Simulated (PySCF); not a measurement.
# Exercise with solution: oscillator strength and radiative lifetime

Si(Cl)(OH)(SH)2 (ClH3OS2Si), SMILES Cl[Si](O)(S)S.

Geometry optimised at B3LYP-D3(BJ)/def2-SVP. The structure was generated by enumeration, and PubChem lists no compound with its InChIKey, so it may never have been made. The values are those of a single conformer.

TDDFT-PBE0/def2-SVPD run with PySCF 2.14.0 puts the first singlet state with f over 0.02 at 6.41 eV (vertical), with the transition dipole (0.109, 0.324, 0.253) in atomic units.

Find the oscillator strength, the wavelength and the radiative lifetime that this transition would have in vacuum if emission retraced absorption.


|μ|² = 0.1809 au, so |μ| = 1.08 D. ΔE = 6.41/27.211 = 0.2356 hartree. f = (2/3) ΔE |μ|² = 0.028 (the program prints 0.028).
λ = 1239.84/6.41 = 193 nm; ν = 51700 cm⁻¹.
Einstein's coefficient A = 0.6670 ν² f s⁻¹ (ν in cm⁻¹) = 5.1e7 s⁻¹, so τ = 1/A = 20 ns. This state is S3; the lower singlets have f = 0.009, 0.006. The figure is the radiative limit of this one transition; relaxation, internal conversion, crossing to triplets and a medium change what is measured.
